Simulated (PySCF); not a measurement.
# MoN(OH)₂, doublet: computed properties

Method: UPBE0/[Mo def2-TZVP with ECP28, N def2-TZVP, O def2-TZVP, H def2-TZVP], scalar-relativistic core potentials, density fitting, no spin–orbit coupling, PySCF.

The structure is a minimum.

```json
{
 "Point group": "Cs",
 "Bond lengths": "Mo–N 1.625 Å, Mo–O 1.886 Å (×2), O–H 0.960 Å (×2)",
 "Bond angles": "H–O–Mo 123.7° (×2), N–Mo–O 109.7° (×2), O–Mo–O 124.1°",
 "Rotational symmetry number": "1",
 "Zero-point energy": "80.0 kJ/mol",
 "Entropy at 298.15 K and 1 bar (electronic part: spin only)": "320.2 J/(mol K)",
 "Lowest empty level (β)": "-2.59 eV",
 "Dipole moment": "0.66 D",
 "Rotational constants": "0.2783, 0.1578, 0.1096 cm⁻¹",
 "Heat capacity Cp at 298.15 K": "81.6 J/(mol K)",
 "Principal quadrupole moments (Buckingham, traceless) about the centre of mass": "-11.80, 3.11, 8.69 D Å",
 "Enthalpy at 298.15 K above 0 K": "16.67 kJ/mol",
 "Atomisation energy without zero-point energy": "2186 kJ/mol",
 "Spin squared ⟨S²⟩": "0.759",
 "Highest occupied level (α)": "-6.33 eV",
 "Principal polarisabilities": "46.1, 52.5, 53.9 bohr³"
}
```

Harmonic modes (masses in u: Mo 97.905, N 14.003, O 15.995, H 1.008):
| symmetry | ω (cm⁻¹) | IR (km/mol) |
| --- | --- | --- |
| a' | 137 | 0.0 |
| a' | 216 | 1.6 |
| a'' | 300 | 9.0 |
| a'' | 481 | 1.6 |
| a' | 490 | 206 |
| a'' | 661 | 304 |
| a' | 678 | 130 |
| a' | 699 | 30.5 |
| a'' | 743 | 50.9 |
| a' | 1170 | 93.5 |
| a'' | 3902 | 264 |
| a' | 3905 | 72.5 |

Charges (e):
```csv
atom,Mulliken,Löwdin,polar tensor,spin (Mulliken),Mayer order to Mo1
Mo1,1.26,0.62,1.59,1.09,–
N2,-0.49,-0.31,-0.57,-0.09,2.82
"O3,4",-0.74,-0.32,-0.82,0.00,0.96
"H5,6",0.36,0.17,0.31,0.00,0.01
```
Other Mayer orders above 0.3: O–H 0.87 (×2).

Mulliken populations on Mo1 (electrons outside its core potential): s 2.35, p 6.26, d 4.07, f 0.06.

Outer orbital energies (eV). α occupied: -11.39, -10.76, -10.33, -9.70, -9.31, -8.84, -8.76, -6.33; empty: -2.44, -1.33, -0.11, -0.11. β occupied: -14.41, -11.26, -10.71, -10.18, -9.62, -9.12, -8.85, -8.55; empty: -2.59, -2.05, -0.83, 0.04.

Other isomers or separated fragments may lie lower. Open d and f shells are described by one determinant, and the ground state may have another occupation or spin.

The final relaxation and frequency run took 4.8 min on 4 threads of a shared Intel Xeon Platinum 8259CL @ 2.50GHz (Skylake/Cascade Lake) host, with 145 basis functions and 23 gradients; the process peaked at 2 GiB.
